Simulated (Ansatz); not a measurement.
A structure relaxed at PBE-D4/def2-SVP in Ansatz, charge 1, singlet:

Cartesian coordinates in Å:
```
Al -2.677 -4.286 -0.097
Al -1.842 -2.010 3.717
Al -2.972 -2.203 -3.046
Al -1.940 2.105 -3.439
Al -1.323 2.245 3.816
Al -1.243 4.231 -0.171
Al -2.035 0.108 0.330
Al 1.255 -2.328 1.338
Al 0.962 -0.576 -2.246
Al 1.603 1.569 1.036
Al 2.104 -0.117 4.783
Al 2.255 3.071 -2.587
Al 5.304 -0.339 -0.915
As -3.197 -1.851 -0.615
As -2.400 0.281 2.746
As -0.268 -4.228 0.701
As 0.673 -1.872 3.679
As -2.410 2.180 -0.994
As -3.149 0.041 -4.190
As -0.456 -2.417 -3.182
As 0.467 1.493 -3.464
As -1.754 4.203 2.282
As 1.080 1.780 3.429
As 1.133 3.533 -0.368
As 0.362 -0.348 0.102
As 3.372 -1.154 -2.395
As 4.020 0.975 0.841
H -2.528 -4.803 -1.623
H -3.640 -4.929 0.994
H -2.449 -2.113 5.187
H -2.225 -3.029 2.521
H -3.820 -3.300 -3.821
H -2.341 3.410 -4.255
H -1.791 2.577 5.300
H -1.671 5.571 -0.916
H 2.758 -2.554 0.821
H 1.700 0.070 6.315
H 3.607 -0.272 4.234
H 2.399 4.368 -3.499
H 3.459 2.061 -2.210
H 6.102 0.709 -1.812
H 5.842 -1.662 -0.206
H -4.693 -1.631 -0.416
H -3.903 0.490 2.905
H -0.204 -5.167 1.898
H 0.532 -5.107 -0.262
H 1.087 -3.190 4.335
H -3.897 2.515 -0.903
H -4.633 0.382 -4.238
H -2.938 -0.137 -5.690
H -0.022 -2.680 -4.618
H -0.035 -3.750 -2.579
H 0.812 1.177 -4.918
H -3.203 4.657 2.425
H -1.099 5.433 2.899
H 1.787 3.086 3.792
H 1.927 4.656 0.295
H 3.380 -2.679 -2.431
H 3.716 -0.921 -3.862
H 4.316 0.373 2.213
H 4.741 2.304 1.033
```

**Question.** Give its formula.

**Answer.** Al13As14H34⁺, a nanocrystal cut from zinc blende AlAs (hydrogen-capped).

**Question.** Summarise the bond lengths by kind (pairs closer than 1.2 times the sum of covalent radii, bridged metal pairs left out).

**Answer.** 37 × Al–As 2.43 to 2.57 Å; 19 × As–H 1.52 to 1.53 Å; 15 × Al–H 1.59 to 1.62 Å.

Single mean-field runs in def2-SVP are fitted with def2-universal-jkfit.
